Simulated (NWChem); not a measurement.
System meant: CdHSeBr; SMILES [SeH][Cd][Br]

Here is an NWChem input.

```
start job
memory heap 200 mb stack 900 mb global 1100 mb
geometry units angstroms noautoz
  Cd     0.218893     0.094488    -0.007164
  Br    -0.099437    -2.303415     0.006954
  Se     0.555643     2.524008    -0.020595
  H     -0.900166     2.752849    -0.009916
end
basis spherical
  * library def2-svp
end
ecp
  Cd library def2-ecp
end
dft
  odft
  mult 2
  xc xpbe96 cpbe96
  iterations 150
  mulliken
end
task dft energy
```

End of the output:

```
 Summary of "ao basis" -> "" (spherical)
 ------------------------------------------------------------------------------
       Tag                 Description            Shells   Functions and Types
 ---------------- ------------------------------  ------  ---------------------
 *                          def2-svp                  on all atoms

 Summary of "ao basis" -> "ao basis" (spherical)
 ------------------------------------------------------------------------------
       Tag                 Description            Shells   Functions and Types
 ---------------- ------------------------------  ------  ---------------------
 Cd                         def2-svp                11       31   5s3p2d1f
 Br                         def2-svp                12       32   5s4p3d
 Se                         def2-svp                12       32   5s4p3d
 H                          def2-svp                 3        5   2s1p

 Summary of "ao basis" -> "ao basis" (spherical)
 ------------------------------------------------------------------------------
       Tag                 Description            Shells   Functions and Types
 ---------------- ------------------------------  ------  ---------------------
 Cd                         def2-svp                11       31   5s3p2d1f
 Br                         def2-svp                12       32   5s4p3d
 Se                         def2-svp                12       32   5s4p3d
 H                          def2-svp                 3        5   2s1p

      Symmetry analysis of basis
      --------------------------

        a'         69
        a"         31

  number of electrons :                   90
  multiplicity        :                    2
 ------------------------------------------------------------------------
  no. of electrons and multiplicity not compatible                  90
 ------------------------------------------------------------------------
 ------------------------------------------------------------------------
  current input line :
    22: task dft energy
 ------------------------------------------------------------------------
 ------------------------------------------------------------------------
 There is an error in the input file
 ------------------------------------------------------------------------
 For more information see the NWChem manual at https://nwchemgit.github.io

0: no. of electrons and multiplicity not compatible:Received an Error in Communication
```

Can this run be used? If not, why, and what is the fix?

The input was rejected before any calculation. Cause: the multiplicity doesn't fit the number of electrons (an even count wants an odd multiplicity, and the reverse). This input runs:
```
start job
memory heap 200 mb stack 900 mb global 1100 mb
geometry units angstroms noautoz
  Cd     0.218893     0.094488    -0.007164
  Br    -0.099437    -2.303415     0.006954
  Se     0.555643     2.524008    -0.020595
  H     -0.900166     2.752849    -0.009916
end
basis spherical
  * library def2-svp
end
ecp
  Cd library def2-ecp
end
dft
  xc xpbe96 cpbe96
  iterations 150
  mulliken
end
task dft energy
```
It converges to -5142.77452 Ha (PBE/def2-SVP with def2 effective core potentials on Cd).
